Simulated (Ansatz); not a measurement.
Molecule: sum formula H₈Si₃NO, charge 0, multiplicity 2. It need not be the lowest isomer of its formula. 
Coordinates optimised at B3LYP-D3(BJ)/def2-TZVP (Ansatz, a quantum-chemistry and plane-wave program):
SMILES: O([SiH2][N][SiH3])[SiH3]
```xyz
13

Si    -0.0139    -0.5898    -1.3471
N     -1.4777    -0.3168    -0.5129
Si    -2.1068     0.2665     0.9771
O      1.3649    -0.3327    -0.5034
Si     2.0847     0.5237     0.6953
H     -0.0180    -2.0084    -1.7635
H     -0.0425     0.3232    -2.5133
H     -2.3960     1.7054     0.7400
H     -3.3620    -0.4430     1.3127
H     -1.1660     0.1487     2.1201
H      1.2792     1.7265     1.0160
H      3.4308     0.9380     0.2452
H      2.2023    -0.3173     1.9068
```
Charge 0, spin multiplicity 2.

Property: atomisation energy (electronic, to ground-state atoms), in kcal/mol. Valence correlation only, unless marked. Open shells are spin-unrestricted. Spin-orbit coupling is left out. Non-relativistic. The coupled-cluster limit lacks core correlation, which all-electron functionals hold. CBS marks a two-point X^-3 extrapolation of the correlation energy; Hartree-Fock from the larger set.

| level | program | atomisation energy (kcal/mol) |
|---|---|---|
| revPBE/def2-TZVPD | Ansatz | 957.3 |
| B3LYP-D3(BJ)/def2-TZVPD | Ansatz + dftd3 | 1007.3 |
| r2SCANh/def2-TZVPD | Ansatz | 995.1 |
| wB97X-V/def2-TZVPD | Ansatz | 1012.3 |

Task: Estimate the value at CCSD(T)/CBS(cc-pV(T+d)Z,cc-pV(Q+d)Z) as computed with Ansatz.

Result: 1006.7 kcal/mol, so wB97X-V/def2-TZVPD differs from it by 5.6 kcal/mol.
